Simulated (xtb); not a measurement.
Ta(O)(OH)(NH2)2 (H₅N₂O₂Ta), SMILES [NH2][Ta]([NH2])(=[O])[OH], multiplicity 1. All values are semi-empirical tight-binding results from xtb (GFN2-xTB unless named), good for trends rather than for accurate numbers. Geometry: GFN2-xTB. The spin state was assumed, not searched. The values are those of a single conformer.

Optimised geometry:

Bonded distances (Å): Ta1–O2 1.715, Ta1–O3 1.850, Ta1–N5 1.994, Ta1–N8 1.994, O3–H4 0.957, N5–H6 1.014, N5–H7 1.014, N8–H9 1.013, N8–H10 1.015. Bond angles (°): O2–Ta1–O3 116.6, O2–Ta1–N5 104.2, O2–Ta1–N8 104.1, O3–Ta1–N5 111.9, O3–Ta1–N8 111.9, N5–Ta1–N8 107.4, Ta1–O3–H4 152.4, Ta1–N5–H6 126.3, Ta1–N5–H7 126.1, H6–N5–H7 107.4, Ta1–N8–H9 126.2, Ta1–N8–H10 126.1, H9–N8–H10 107.4.
Charge 0, spin multiplicity 1.

For metal compounds this method's bond lengths and energies can be far off.

- point group as xtb finds it = Cs
- orbital gap = 4.00 eV
- zero-point energy = 37.9 kcal/mol
- G − E(el) at 298.15 K (modified RRHO) = 16.5 kcal/mol

Give the atomic charges and the Wiberg bond orders between heavy atoms. (An estimate is asked for; the answer gives what the named calculation found.)

charges (e) Ta1 1.03, O2 -0.55, O3 -0.60, H4 0.31, N5 -0.46, H6 0.19, H7 0.17, N8 -0.46, H9 0.19, H10 0.17. Bond orders Ta1–O2 2.12, Ta1–O3 1.06, Ta1–N5 1.12, Ta1–N8 1.12.
